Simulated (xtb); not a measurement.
Job for xtb: GFN2-xTB on H8OSi2 (a complex), monomers drawn apart or pushed together.

```
$ xtb mol.xyz --gfn 2 --sp --chrg 0 --uhf 0
11

O      0.76908816     0.68805834     0.74716409
H      1.57405291     0.16663466     0.65640225
H      0.17031394     0.35819565     0.06837880
Si    -0.92021567    -1.50815745     4.08734063
Si    -0.90841479     0.74739957     4.74084361
H      0.45279702    -1.99188752     3.79651517
H     -1.74829169    -1.71234608     2.87227210
H     -1.47894358    -2.37750078     5.15509128
H      0.47286225     1.27973676     4.76832959
H     -1.47349266     0.87595459     6.10985638
H     -1.74069622     1.56375737     3.82818176
```

It printed:

```
[...]
           -------------------------------------------------
          |                Calculation Setup                |
           -------------------------------------------------



molecular fragmentation (1/2 indicates fragments):
11122222222
# atoms in fragment 1/2:     3     8
 fragment masses (1/2) :       18.02       62.22
CMA distance (Bohr)    :   7.948
constraining FC (au)   :  0.0500

           -------------------------------------------------
          |                 G F N 2 - x T B                 |
           -------------------------------------------------

        Reference                      10.1021/acs.jctc.8b01176
      * Hamiltonian:
        H0-scaling (s, p, d)           1.850000    2.230000    2.230000
        zeta-weighting                 0.500000
      * Dispersion:
        s8                             2.700000
        a1                             0.520000
        a2                             5.000000
        s9                             5.000000
      * Repulsion:
        kExp                           1.500000    1.000000
        rExp                           1.000000
      * Coulomb:
        alpha                          2.000000
        third order                    shell-resolved
        anisotropic                    true
        a3                             3.000000
        a5                             4.000000
        cn-shift                       1.200000
        cn-exp                         4.000000
        max-rad                        5.000000


          ...................................................
          :                      SETUP                      :
          :.................................................:
          :  # basis functions                  32          :
          :  # atomic orbitals                  30          :
          :  # shells                           16          :
          :  # electrons                        22          :
          :  max. iterations                   250          :
          :  Hamiltonian                  GFN2-xTB          :
          :  restarted?                      false          :
          :  GBSA solvation                  false          :
          :  PC potential                    false          :
          :  electronic temp.          300.0000000     K    :
          :  accuracy                    1.0000000          :
          :  -> integral cutoff          0.2500000E+02      :
          :  -> integral neglect         0.1000000E-07      :
          :  -> SCF convergence          0.1000000E-05 Eh   :
          :  -> wf. convergence          0.1000000E-03 e    :
          :  Broyden damping             0.4000000          :
          :  net charge                          0          :
          :  unpaired electrons                  0          :
          ...................................................

 iter      E             dE          RMSdq      gap      omega  full diag
   1    -11.5752065 -0.115752E+02  0.470E+00    4.80       0.0  T
   2    -11.6547172 -0.795107E-01  0.205E+00    4.34       1.0  T
   3    -11.6551931 -0.475864E-03  0.101E+00    4.34       1.0  T
   4    -11.6552789 -0.858634E-04  0.172E-01    4.38       1.0  T
   5    -11.6552708  0.812154E-05  0.626E-02    4.38       1.0  T
   6    -11.6552867 -0.159053E-04  0.207E-02    4.38       1.5  T
   7    -11.6552874 -0.664686E-06  0.146E-02    4.38       2.1  T
   8    -11.6552876 -0.253272E-06  0.450E-03    4.38       6.7  T
   9    -11.6552876 -0.108511E-07  0.182E-03    4.38      16.6  T
  10    -11.6552876 -0.669404E-09  0.109E-03    4.38      27.6  T
  11    -11.6552876 -0.844317E-09  0.370E-04    4.38      81.4  T
  12    -11.6552876 -0.553992E-10  0.116E-04    4.38     259.2  T

   *** convergence criteria satisfied after 12 iterations ***

         #    Occupation            Energy/Eh            Energy/eV
      -------------------------------------------------------------
         1        2.0000           -0.7393381             -20.1184
       ...           ...                  ...                  ...
         5        2.0000           -0.5150540             -14.0153
         6        2.0000           -0.4490947             -12.2205
         7        2.0000           -0.4236832             -11.5290
         8        2.0000           -0.4228563             -11.5065
         9        2.0000           -0.4158991             -11.3172
        10        2.0000           -0.4151125             -11.2958
        11        2.0000           -0.3580551              -9.7432 (HOMO)
        12                         -0.1971200              -5.3639 (LUMO)
        13                         -0.1971170              -5.3638
        14                         -0.1825900              -4.9685
        15                         -0.1441485              -3.9225
        16                         -0.1422061              -3.8696
       ...                                ...                  ...
        30                          0.8351097              22.7245
      -------------------------------------------------------------
                  HL-Gap            0.1609351 Eh            4.3793 eV
             Fermi-level           -0.2775876 Eh           -7.5535 eV

 SCC (total)                   0 d,  0 h,  0 min,  0.008 sec
 SCC setup                      ...        0 min,  0.000 sec (  1.367%)
 Dispersion                     ...        0 min,  0.000 sec (  0.627%)
 classical contributions        ...        0 min,  0.000 sec (  0.278%)
 integral evaluation            ...        0 min,  0.001 sec ( 15.040%)
 iterations                     ...        0 min,  0.005 sec ( 60.877%)
 molecular gradient             ...        0 min,  0.002 sec ( 20.755%)
 printout                       ...        0 min,  0.000 sec (  0.900%)

         :::::::::::::::::::::::::::::::::::::::::::::::::::::
         ::                     SUMMARY                     ::
         :::::::::::::::::::::::::::::::::::::::::::::::::::::
         :: total energy             -11.569849728193 Eh    ::
         :: gradient norm              0.020804203295 Eh/a0 ::
         :: HOMO-LUMO gap              4.379266811735 eV    ::
         ::.................................................::
         :: SCC energy               -11.655273377910 Eh    ::
         :: -> isotropic ES            0.046276160540 Eh    ::
         :: -> anisotropic ES          0.003930320328 Eh    ::
         :: -> anisotropic XC          0.006204950131 Eh    ::
         :: -> dispersion             -0.005207954580 Eh    ::
         :: repulsion energy           0.085423649717 Eh    ::
         :: add. restraining           0.000000000000 Eh    ::
         :: total charge              -0.000000000000 e     ::
         :::::::::::::::::::::::::::::::::::::::::::::::::::::

           -------------------------------------------------
          |                Property Printout                |
           -------------------------------------------------

    * Orbital Energies and Occupations

         #    Occupation            Energy/Eh            Energy/eV
      -------------------------------------------------------------
         1        2.0000           -0.7393381             -20.1184
         2        2.0000           -0.6822144             -18.5640
         3        2.0000           -0.6359881             -17.3061
         4        2.0000           -0.5686576             -15.4740
         5        2.0000           -0.5150540             -14.0153
         6        2.0000           -0.4490947             -12.2205
         7        2.0000           -0.4236832             -11.5290
         8        2.0000           -0.4228563             -11.5065
         9        2.0000           -0.4158991             -11.3172
        10        2.0000           -0.4151125             -11.2958
        11        2.0000           -0.3580551              -9.7432 (HOMO)
        12                         -0.1971200              -5.3639 (LUMO)
        13                         -0.1971170              -5.3638
        14                         -0.1825900              -4.9685
        15                         -0.1441485              -3.9225
        16                         -0.1422061              -3.8696
        17                         -0.1362947              -3.7088
        18                         -0.0983927              -2.6774
        19                         -0.0982606              -2.6738
        20                         -0.0176124              -0.4793
        21                         -0.0156680              -0.4263
        22                          0.0775358               2.1099
       ...                                ...                  ...
        30                          0.8351097              22.7245
      -------------------------------------------------------------
                  HL-Gap            0.1609351 Eh            4.3793 eV
             Fermi-level           -0.2775876 Eh           -7.5535 eV

     #   Z          covCN         q      C6AA      α(0)
     1   8 O        1.610    -0.565    24.357     6.661
     2   1 H        0.805     0.283     0.775     1.383
     3   1 H        0.805     0.283     0.775     1.383
     4  14 Si       3.665     0.365   100.794    19.241
     5  14 Si       3.667     0.367   100.719    19.233
     6   1 H        0.912    -0.124     6.471     3.979
     7   1 H        0.912    -0.124     6.473     3.980
     8   1 H        0.911    -0.125     6.532     3.998
     9   1 H        0.913    -0.116     6.177     3.888
    10   1 H        0.911    -0.128     6.640     4.031
    11   1 H        0.913    -0.116     6.178     3.888

 Mol. C6AA /au·bohr⁶  :       1730.492062
 Mol. C8AA /au·bohr⁸  :      61979.760759
 Mol. α(0) /au        :         71.664067


Wiberg/Mayer (AO) data.
largest (>0.10) Wiberg bond orders for each atom

 ---------------------------------------------------------------------------
     #   Z sym  total        # sym  WBO       # sym  WBO       # sym  WBO
 ---------------------------------------------------------------------------
     1   8 O    1.841 --     3 H    0.920     2 H    0.920
     2   1 H    0.920 --     1 O    0.920
     3   1 H    0.920 --     1 O    0.920
     4  14 Si   3.639 --     6 H    0.896     7 H    0.896     8 H    0.896
                             5 Si   0.863
     5  14 Si   3.643 --     9 H    0.897    11 H    0.897    10 H    0.895
                             4 Si   0.863
     6   1 H    0.985 --     4 Si   0.896
     7   1 H    0.985 --     4 Si   0.896
     8   1 H    0.984 --     4 Si   0.896
     9   1 H    0.986 --     5 Si   0.897
    10   1 H    0.984 --     5 Si   0.895
    11   1 H    0.986 --     5 Si   0.897
 ---------------------------------------------------------------------------

Topologies differ in total number of bonds
Writing topology from bond orders to xtbtopo.mol

molecular dipole:
                 x           y           z       tot (Debye)
 q only:        0.133      -0.385      -0.443
   full:        0.203      -0.501      -0.648       2.144
molecular quadrupole (traceless):
                xx          xy          yy          xz          yz          zz
 q only:        3.059      -1.272      -2.163       0.219      -1.155      -0.896
  q+dip:        4.736      -1.873      -3.415       0.496      -1.413      -1.320
   full:        4.780      -1.956      -3.424       0.569      -1.249      -1.356


           -------------------------------------------------
          | TOTAL ENERGY              -11.569849728193 Eh   |
          | GRADIENT NORM               0.020804203295 Eh/α |
          | HOMO-LUMO GAP               4.379266811735 eV   |
           -------------------------------------------------

------------------------------------------------------------------------
Note: The following floating-point exceptions are signalling: IEEE_UNDERFLOW_FLAG IEEE_DENORMAL
normal termination of xtb
------------------------------------------------------------------------
 total:
 SCF:
```

The run finished.

Cost: about 0.04 core-seconds (a rough figure).
